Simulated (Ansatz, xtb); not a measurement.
## Ranking isomers of GeH2OS

3 gas-phase structures of GeH2OS, found in a search over its isomers (lower ones may exist). Each was relaxed with GFN2-xTB:

A. `[O]=[GeH][SH]`, a singlet
B. a singlet given by its coordinates
C. `[OH][GeH]=[S]`, a singlet

B (Å):

```xyz
5

Ge    0.5245    1.2462   -0.2804
O     1.5930    1.6365   -1.6415
S     1.4975   -0.7427    0.1492
H     1.5264    2.4384   -2.1531
H     0.6941   -1.0205    1.1725
```

Close contacts (Å): Ge1–O2 1.77, Ge1–S3 2.26, O2–H4 0.95, S3–H5 1.33.

Problem. Estimate their order in r2SCAN-D4/def2-SVP energy at these geometries, lowest first.

Solution. Calculated order at r2SCAN-D4/def2-SVP: B (0.000), C (0.448), A (1.587) eV.

Energies above the lowest of each column, in eV; the last columns are at B3LYP-D3(BJ)/def2-SVP geometries:

| structure | GFN2-xTB | HF/STO-3G | r2SCAN-D4/def2-SVP | B3LYP-D3(BJ)/def2-SVP | CCSD(T)/def2-TZVPP |
| --- | --- | --- | --- | --- | --- |
| B | 0.000 | 0.000 | 0.000 | 0.000 | 0.000 |
| C | 1.219 | 0.787 | 0.448 | 0.595 | 0.416 |
| A | 1.752 | 1.361 | 1.587 | 1.698 | 1.506 |

Every level run on B puts it lowest or level with the lowest. Some further structures that were screened fall inside this span and aren't listed. Flexible structures stand in one conformer each, not always the lowest. Large T1 diagnostics make some coupled-cluster values less sure.

Programs: Ansatz 0.2.0, xtb 6.7.1.
